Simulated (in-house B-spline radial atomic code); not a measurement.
Functionals against ionisation energies along an isoelectronic series: Sc to Fe⁵⁺

Ionisation energies as differences of self-consistent total energies from an all-electron radial atomic-structure program (B-spline basis): all electrons, radial basis limit, scalar-relativistic (one-electron X2C), spin-polarised at highest spin, spherical densities; exact exchange is averaged over the determinants of each configuration. No spin-orbit coupling, Breit or QED terms. NIST's values run from ground level to ground level, so in open shells the differences also hold multiplet and fine-structure energies that spherical high-spin averages miss. Columns give computed minus NIST, in eV; a star marks a semi-empirical value. Species are left out where the tabulated value is theory, is uncertain by more than 0.12 eV, or (13 ions, such as In⁴⁺, Te⁴⁺ and Bi⁴⁺) lies off its series for all methods alike, which flatters the means a little.

| species | shell | NIST (eV) | Hartree-Fock | BLYP | r2SCAN | wB97X |
| --- | --- | --- | --- | --- | --- | --- |
| Sc | 4s | 6.56 | -1.18 | -0.05 | -0.38 | +0.14 |
| Ti⁺ | 4s | 13.58 | ? | ? | ? | ? |
| V²⁺ | 3d | 29.31 | -1.05 | +0.48 | +0.51 | +0.02 |
| Cr³⁺ | 3d | 49.16 ± 0.05* | -1.06 | +0.31 | +0.43 | -0.07 |
| Mn⁴⁺ | 3d | 72.41 ± 0.1* | -0.92 | +0.34 | +0.53 | +0.01 |
| Fe⁵⁺ | 3d | 98.98 ± 0.01 | -0.73 | +0.45 | +0.69 | +0.15 |

(1) What are the differences for Ti⁺ ([Ar] 3d2 4s1)?

(2) How do the methods rank, and which species is hardest?

## Answers

(1) Hartree-Fock -0.61; BLYP +0.47; r2SCAN +0.34; wB97X -0.27 eV.

(2) Mean absolute (signed) differences: wB97X 0.11 (0.00) eV; BLYP 0.35 (+0.33) eV; r2SCAN 0.48 (+0.35) eV; Hartree-Fock 0.93 (-0.93) eV. For Ti⁺, which loses a 4s electron, the nearest method is off by -0.27 eV, the largest such miss. Hartree-Fock comes too low mainly by the correlation energy of the removed electron.
